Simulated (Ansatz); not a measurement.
HgF₃⁻, relaxed as a singlet with RKS r2SCAN-D4/def2-TZVPD in Ansatz, starting from the GFN1-xTB geometry. Force threshold 0.02 eV/Å.

In the def2 sets Hg takes a core potential; there is no spin–orbit coupling. The structure comes from a short search, and lower isomers may exist.

Start:

```xyz
4

Hg    0.0007   -0.0004   -0.0017
F    -1.5471   -0.7649   -0.4895
F     1.2673    0.3368   -1.2262
F     0.2791    0.4285    1.7174
```

```csv
step,energy (eV),largest force component (eV/Å),SCF passes
1,-12327.9095,10.107,15
2,-12331.2041,2.184,25
3,-12331.5301,0.519,19
4,-12331.5569,0.013,20
```

Force components are those of the run's own axes.

End:

```xyz
4

Hg    0.001    0.000   -0.003
F    -1.817   -0.898   -0.574
F     1.489    0.396   -1.440
F     0.327    0.503    2.017
```

By distances, no bond broke or formed. The bond that changes most is Hg1–F4, from 1.79 to 2.11 Å (atoms count from 1).

No frequencies were taken in this run, so the end may be a saddle point.

It took 12 s on 2 threads of Arm Neoverse V1 on a shared host.
